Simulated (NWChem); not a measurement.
System: CNO, doublet; SMILES O=C=[N]

NWChem printed, in part:

```
             Northwest Computational Chemistry Package (NWChem) 7.3.0
             --------------------------------------------------------

                             Geometry "geometry" -> ""
                             -------------------------

 Output coordinates in angstroms (scale by  1.889725989 to convert to a.u.)

  No.       Tag          Charge          X              Y              Z
 ---- ---------------- ---------- -------------- -------------- --------------
    1 N                    7.0000     0.00000000     0.00000000     1.26389100
    2 C                    6.0000     0.00000000     0.00000000     0.03552000
    3 O                    8.0000     0.00000000     0.00000000    -1.13340400

 Effective nuclear repulsion energy (a.u.)      52.1846511355

                                 NWChem DFT Module
                                 -----------------

 Summary of "ao basis" -> "ao basis" (spherical)
 ------------------------------------------------------------------------------
       Tag                 Description            Shells   Functions and Types
 ---------------- ------------------------------  ------  ---------------------
 N                         def2-tzvpp               11       31   5s3p2d1f
 C                         def2-tzvpp               11       31   5s3p2d1f
 O                         def2-tzvpp               11       31   5s3p2d1f

 in cosmo_initialize ...
 calling solv_data for solv:h2o

 solvent parameters
 solvname_short: h2o
 solvname_long:  water
 dielec:       78.4000
 dielecinf:     1.7769
 aqueous SMD model solvent descriptors
 dielec:       78.4000
 sola:          0.8200

          ---------------
          -cosmo- solvent
          ---------------
 Cosmo: York-Karplus, doi: 10.1021/jp992097l
 dielectric constant -eps-     =  78.40
 screen = (eps-1)/(eps    )    =   0.98724
 surface charge correction     = lagrangian

   van der Waals surface
 --------------------------

[...]

                                COSMO-SMD solvation results
                                ---------------------------

             internal energy in gas <Psi(g)|H|Psi(g)> =      -168.003532820541
         internal energy in solvent <Psi(s)|H|Psi(s)> =      -168.002947145628
                               delta internal energy  =         0.000585674912 (    0.37 kcal/mol)
   total free energy in solvent <Psi(s)|H+V/2|Psi(s)> =      -168.008095609911
 polarization energy contribution <Psi(s)|V/2|Psi(s)> =        -0.005148464282 (   -3.23 kcal/mol)
    total free energy in solvent including G(SMD-CDS) =      -168.000642309853
                       G(SMD-CDS) energy contribution =         0.007453300058 (    4.68 kcal/mol)
     1 M fixed-concentration free energy of solvation =         0.002890510688 (    1.81 kcal/mol)

                    DFT Final Alpha Molecular Orbital Analysis
                    ------------------------------------------

 Vector    9  Occ=1.000000D+00  E=-5.289150D-01
              MO Center=  5.1D-09,  1.9D-09,  1.3D+00, r^2= 1.0D+00
   Bfn.  Coefficient  Atom+Function         Bfn.  Coefficient  Atom+Function
  ----- ------------  ---------------      ----- ------------  ---------------
     4      0.368151  1 N  s                  8      0.350708  1 N  pz
    11      0.237484  1 N  pz                 5      0.229219  1 N  s
    39     -0.203527  2 C  pz                 3      0.199364  1 N  s
    35     -0.194348  2 C  s                 42     -0.152344  2 C  pz
    34     -0.132147  2 C  s                 14      0.130782  1 N  pz

 Vector   10  Occ=1.000000D+00  E=-4.323198D-01
              MO Center=  5.9D-10,  1.3D-10,  4.6D-01, r^2= 1.8D+00
   Bfn.  Coefficient  Atom+Function         Bfn.  Coefficient  Atom+Function
  ----- ------------  ---------------      ----- ------------  ---------------
     6      0.330660  1 N  px                 9      0.284850  1 N  px
    68     -0.251365  3 O  px                71     -0.213737  3 O  px
    12      0.177993  1 N  px                 7      0.168693  1 N  py
    10      0.145318  1 N  py                74     -0.142456  3 O  px
    69     -0.128228  3 O  py                72     -0.109033  3 O  py

 Vector   11  Occ=1.000000D+00  E=-4.028976D-01
              MO Center=  1.3D-10, -3.0D-10,  4.5D-01, r^2= 1.8D+00
   Bfn.  Coefficient  Atom+Function         Bfn.  Coefficient  Atom+Function
  ----- ------------  ---------------      ----- ------------  ---------------
     7      0.321870  1 N  py                10      0.275157  1 N  py
    69     -0.249024  3 O  py                72     -0.212423  3 O  py
    13      0.185641  1 N  py                 6     -0.164221  1 N  px
    75     -0.153217  3 O  py                 9     -0.140392  1 N  px
    68      0.127062  3 O  px                71      0.108386  3 O  px

 Vector   12  Occ=0.000000D+00  E= 7.208146D-02
              MO Center= -3.7D-07, -1.9D-07,  1.9D-01, r^2= 1.8D+00
   Bfn.  Coefficient  Atom+Function         Bfn.  Coefficient  Atom+Function
  ----- ------------  ---------------      ----- ------------  ---------------
    43      0.558916  2 C  px                12     -0.438074  1 N  px
    40      0.429519  2 C  px                37      0.352678  2 C  px
    74     -0.344660  3 O  px                44      0.285697  2 C  py
     6     -0.241368  1 N  px                13     -0.223935  1 N  py
    41      0.219425  2 C  py                68     -0.215600  3 O  px

[...]
```

Level: M06-2X/def2-TZVPP, spin-unrestricted, SMD on the gas-phase geometry. The state is orbitally degenerate and is run as one real component. All runs use the structure optimised with PBE0-D3(BJ)/def2-TZVP, spin-unrestricted. No stability test was run on the SCF state. Solvent: water.

Problem. Which NWChem input produces such a log?

Solution. This is not unique; one that fits is the input that was run:
```
start job
memory heap 200 mb stack 900 mb global 1100 mb
geometry units angstroms noautosym nocenter noautoz
  N      0.000000     0.000000     1.263891
  C      0.000000     0.000000     0.035520
  O      0.000000     0.000000    -1.133404
end
basis spherical
  * library def2-tzvpp
end
dft
  odft
  mult 2
  xc m06-2x
  iterations 150
end
cosmo
  do_cosmo_smd true
  solvent water
end
task dft energy
```
